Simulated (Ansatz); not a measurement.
# Reading a saddle point

A first-order saddle point of SnH4BrF, closed shell, PBE0-D4/def2-TZVP, with one imaginary mode of 221i cm⁻¹:

```xyz
7
angstrom
Sn -0.5925 -0.5497 0.0394
F 1.4573 -0.2006 -0.4448
H -0.2760 -2.1684 -0.4065
H -1.6179 0.2041 -1.0721
H -0.8564 -0.4105 1.7028
H 1.3886 0.8726 -0.1835
Br 0.4969 2.2526 0.3647
```

Computed with Ansatz 0.2.0 (basis: def2-TZVPP and def2-QZVPP); correlated methods freeze the cores. Filled d shells of the heavier atoms are correlated. Core potentials replace the inner electrons of the atoms past krypton. The def2 sets are not built for correlating such inner shells, so the correlated values are less sure here. Extrapolation: Hartree–Fock as exp(−7.88 √X), correlation as X^−2.97.

Problem. Which contacts change along the imaginary mode, and what lies on either side? (Judge from chemistry; the calculation decides.)

Solution. Computed: The step is SnH₃F ([F][SnH3]) + HBr → SnH₃Br ([Br][SnH3]) + HF, with the molecules in contact on both sides. Shortening one way: Sn1–Br7, F2–H6; lengthening the same way: Sn1–F2, H6–Br7.
```csv
pair,one side (Å),saddle (Å),other side (Å)
Sn1–Br7,4.25,3.02,2.51
F2–H6,1.80,1.11,0.93
Sn1–F2,1.95,2.13,3.88
H6–Br7,1.44,1.73,2.34
```

Problem. Which side is lower, and how far does the saddle lie above each? (To be estimated.)

Solution. Computed: The side with Sn1–Br7, F2–H6 short is lower by 12.75 kcal/mol; the saddle lies 22.99 kcal/mol above it and 10.24 kcal/mol above the other (CCSD(T) at an estimated basis limit (MP2 extrapolated from triple and quadruple zeta, plus CCSD(T) − MP2 in triple zeta); electronic energies).

T1 diagnostic: at most 0.012. The end structure is not quite a true minimum (one mode of 41i cm⁻¹).

Labels in which every atom is bracketed show which atoms are joined, not bond orders.

For scale, one of the runs: CCSD(T)/def2-TZVPP, 185 basis functions, launched by `ansatz run in.yaml --threads 4 --pin off --events-out ev --progress --plain --max-ram 9574MiB`. The run took 83 s on 4 CPU threads of an Arm Neoverse V2 (shared host), with 2.3 GiB of host memory at its peak.
